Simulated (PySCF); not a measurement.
C3H7BFN, SMILES C=C(F)B(C)N. Coordinates come from a PBE-D3(BJ)/def2-SVP optimisation. This is a generated structure with no PubChem entry under its InChIKey; it may be hypothetical. One conformer was computed; it need not be the lowest.

Computed equilibrium geometry at PBE-D3(BJ)/def2-SVP (PySCF confirms it by a frequency run) as Cartesian coordinates in Å (one conformer of several):
```xyz
13

C      1.8981     0.5259    -0.3806
C      0.8179    -0.0985     0.1296
F      1.0242    -1.1704     0.9484
B     -0.7104     0.2164    -0.1502
C     -1.7751    -0.9461    -0.0456
N     -1.0702     1.5282    -0.4995
H      1.7690     1.3783    -1.0628
H      2.9217     0.1904    -0.1518
H     -1.5311    -1.7582    -0.7640
H     -2.8204    -0.6252    -0.2277
H     -1.7218    -1.4186     0.9581
H     -2.0267     1.7940    -0.7347
H     -0.4100     2.3061    -0.5254
```
